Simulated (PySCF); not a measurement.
## Input and output

TmH2 (singlet in the valence; each metal's 4f electrons, 13 of them, lie in its core potential, out of spins and levels). PySCF 2.14.0, RKS BLYP, Tm lcecp-0-SVP with ECP59, H def2-SVP; non-relativistic Hamiltonian with scalar-relativistic core potentials where named; density fitting; no spin-orbit coupling. Purpose: level BLYP.

```python
mol = gto.M(atom='''
Tm    -0.00000    -0.00000    -0.05597
H      1.86793    -0.00000     0.95489
H     -1.86793     0.00000     0.95489''',
    basis={'Tm': 'lcecp-0-SVP', 'H': 'def2-SVP'},
    ecp={'Tm': 'lcecp-0-SVP'},
    charge=0, spin=0)
mf = dft.RKS(mol, xc='BLYP')
mf.grids.atom_grid = (75, 302)  # f atoms: unpruned, at least (60, 302)
mf = mf.density_fit()  # fitting sets: Tm AutoAux, H def2-universal-JKFIT
mf.conv_tol = 1e-08; mf.max_cycle = 55
mf.kernel(dm0)  # dm0: converged density of the relaxed state
mf.nuc_grad_method().kernel()
```

Run from Python with OMP_NUM_THREADS=2; the lines above give its settings. Where DIIS fails, smearing, a level shift and second-order steps follow.
It took 0.7 s on 2 threads of Arm Neoverse V2 (shared host), from an already converged density.

The 4f levels lie in the core potential and are missing.

What are the Mulliken charges and spins?


| atom | charge (e) | spin (e) |
| --- | --- | --- |
| Tm1 | 0.265 | 0.000 |
| H2 | -0.133 | 0.000 |
| H3 | -0.133 | 0.000 |
The spin of the 4f electrons in the core isn't counted.

What forces act on the atoms (eV/Å)?


```
Tm   0.00  0.00 -0.19
H    0.04  0.00  0.10
H   -0.04  0.00  0.10
```
Forces carry noise of the integration grid, about 0.01 to 0.03 eV/Å.

The geometry was relaxed with PBE0 (Tm lcecp-0-SVP with ECP59, H def2-SVP).

An lcecp potential fixes the number of 4f electrons, so in runs with it no electron can move into or out of that shell.
